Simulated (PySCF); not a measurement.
# Radial density of Nd (neodymium, neutral)

PBEsol, [Xe] 4f3 5d1 6s2, one real determinant (an excited configuration). Computed with PySCF 2.14 in x2c-TZVPPall (11s7p7d4f2g, 113 functions), with scalar relativity by spin-free X2C-1e.

| r (bohr) | 4πr²ρ (e/bohr) | 4πr²(ρα − ρβ) |
| --- | --- | --- |
| 0.0271 | 70.46 | 0.0013 |
| 0.0457 | 81.53 | 0.0034 |
| 0.0768 | 104.1 | 0.0081 |
| 0.129 | 77.08 | 0.0487 |
| 0.217 | 90.19 | 0.3376 |
| 0.365 | 37.30 | 1.6232 |
| 0.615 | 39.73 | 3.1311 |
| 1.03 | 13.49 | 2.1453 |
| 1.74 | 6.463 | 0.8861 |
| 2.93 | 1.367 | 0.3418 |
| 4.92 | 0.4896 | 0.0724 |
| 8.28 | 0.02920 | -0.0010 |
| 13.9 | 0.0001034 | 0.0000 |

Densities and radii are taken from the X2C orbitals without a picture-change correction, which distorts them close to the nucleus.

⟨L²⟩ = 40.21 against 72 for a pure L term, so this real determinant mixes terms. Spin-orbit coupling, absent here, splits the open shell strongly.
